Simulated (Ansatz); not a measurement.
Calculated with Ansatz (gas phase, PBE0-D4/def2-TZVP geometries, no zero-point term in ΔE). CCSD(T)/CBS adds triple-zeta CCSD(T) − MP2 to the extrapolated MP2 energy (def2 sets, frozen cores). This one scheme is used for every species. DFT in def2-TZVPP. B3LYP here is the variant with VWN-RPA as its local correlation; programs differ in this. HSE06 is defined as in plane-wave codes. Triplets are unrestricted, without spin–orbit coupling. One conformer a species, not always the lowest.

Consider the formal loss of a carbene: `CN([SiH3])CO` → `[CH2]` (triplet) + `OCN[SiH3]`.

`CN([SiH3])CO`:

Cartesian coordinates in Å:
```
C -1.256 -0.670 0.520
N -0.034 -0.021 0.087
Si 1.349 0.023 1.112
C 0.065 0.185 -1.327
O -0.858 1.133 -1.807
H -2.126 -0.148 0.114
H -1.331 -0.648 1.609
H -1.306 -1.719 0.197
H 2.294 1.019 0.543
H 2.073 -1.277 1.246
H 0.910 0.421 2.476
H 1.095 0.483 -1.564
H -0.164 -0.730 -1.886
H -0.711 1.949 -1.319
```

`[CH2]` (triplet):

Cartesian coordinates in Å:
```
C -0.070 0.208 0.168
H 0.360 -0.627 0.699
H -0.290 0.420 -0.867
```

`OCN[SiH3]`:

Cartesian coordinates in Å:
```
O 1.419 0.474 -1.725
C 0.963 0.650 -0.407
N 0.286 -0.505 0.101
Si -1.240 -0.473 0.894
H 0.669 0.168 -2.246
H 1.862 0.897 0.167
H 0.273 1.504 -0.337
H 0.887 -1.307 0.217
H -2.148 0.403 0.106
H -1.219 0.054 2.290
H -1.751 -1.867 0.940
```

**Question.** Is it downhill or uphill in electronic energy at CCSD(T)/CBS, and by how much? (Best estimate.)

**Answer.** Ansatz gave: Uphill: ΔE = +406.1 kJ/mol.

**Question.** What do these levels give: r2SCAN-D4, B3LYP-D4, PBE-QIDH, revPBE, r2SCAN, B3LYP, HSE06, CAM-B3LYP, HF/def2-TZVPP, MP2/def2-TZVPP, HF/CBS(def2), CCSD/CBS(def2)? (An estimate is asked.)

**Answer.** The calculation gave: r2SCAN-D4 383.7, B3LYP-D4 401.0, PBE-QIDH 401.9, revPBE 377.7, r2SCAN 381.3, B3LYP 387.1, HSE06 397.5, CAM-B3LYP 397.2, HF/def2-TZVPP 255.4, MP2/def2-TZVPP 409.1, HF/CBS(def2) 255.4, CCSD/CBS(def2) 393.7 kJ/mol.

**Question.** What do rigid-rotor, harmonic-oscillator terms from PBE0-D4/def2-TZVP frequencies (298.15 K, 1 bar) make of the CCSD(T)/CBS value? (Best estimate.)

**Answer.** The calculation gave: ΔZPE = -28.2 kJ/mol, ΔH = +384.3 kJ/mol, ΔS = 167 J/(mol·K), ΔG = +334.5 kJ/mol. Open shells count their whole term as degenerate.

Largest T1 diagnostic among the species: 0.011.

From BLYP to BHLYP (50 % exact exchange), in def2-TZVPP and without D4, ΔE moves by −5.4 kJ/mol. In def2-TZVPP, CCSD(T) changes the Hartree–Fock value by +141.5 kJ/mol (the triples alone add +12.4 kJ/mol) and MP2 by +153.7 kJ/mol. Leaving LDA and LC-ωPBE aside and taking each functional with its dispersion term where it has one, the values, not all of them listed here, spread over 39.4 kJ/mol, from r2SCAN0-D4 to ωB97X-V. LDA lies +78.2 kJ/mol from PBE without D4.
